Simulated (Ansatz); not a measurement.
Reaction (ligand exchange at the In–C bond): `C[CH2][In]([NH2])[CH](C)C` + HCl → `C[CH2][In]([NH2])[Cl]` + `CCC`

Calculated with Ansatz (gas phase, PBE0-D4/def2-TZVP geometries, no zero-point term in ΔE). CCSD(T)/CBS is the MP2 limit (def2-TZVPP, def2-QZVPP) plus CCSD(T) − MP2 in def2-TZVPP, frozen cores. This one scheme is used for every species. Functionals use def2-TZVPP. B3LYP here is the variant with VWN-RPA as its local correlation; programs differ in this. Elements past krypton have def2 core potentials. For In outer-core shells are correlated without core-valence functions, which leaves a few kJ/mol of doubt a bond. One conformer a species, not always the lowest.

| level | ΔE (kJ/mol) |
| --- | --- |
| PBE-D4 | -168.8 |
| ωB97M-V | -175.7 |
| B3LYP | -187.3 |
| HF/def2-TZVPP | -214.1 |
| SCS-MP2/def2-TZVPP | -170.9 |
| MP2/def2-QZVPP | -167.0 |
| HF/CBS(def2) | -213.7 |
| CCSD/CBS(def2) | -173.9 |

(1) What does CCSD(T)/CBS give? (Best estimate.)

Largest T1 diagnostic among the species: 0.013.

## Answers

(1) Ansatz gave: -168.8 kJ/mol. The listed levels differ from it by 0.0, -6.9, -18.5, -45.3, -2.1, 1.8, -44.9, -5.1 kJ/mol.

From PBE to PBE0 (25 % exact exchange), in def2-TZVPP and without D4, ΔE moves by −7.0 kJ/mol. The D4 term adds +9.9 kJ/mol with B3LYP and +6.0 kJ/mol with PBE0; it sums over pairs of atoms, weighted by their polarisabilities, and B3LYP, whose exchange is more repulsive, gets the larger term.
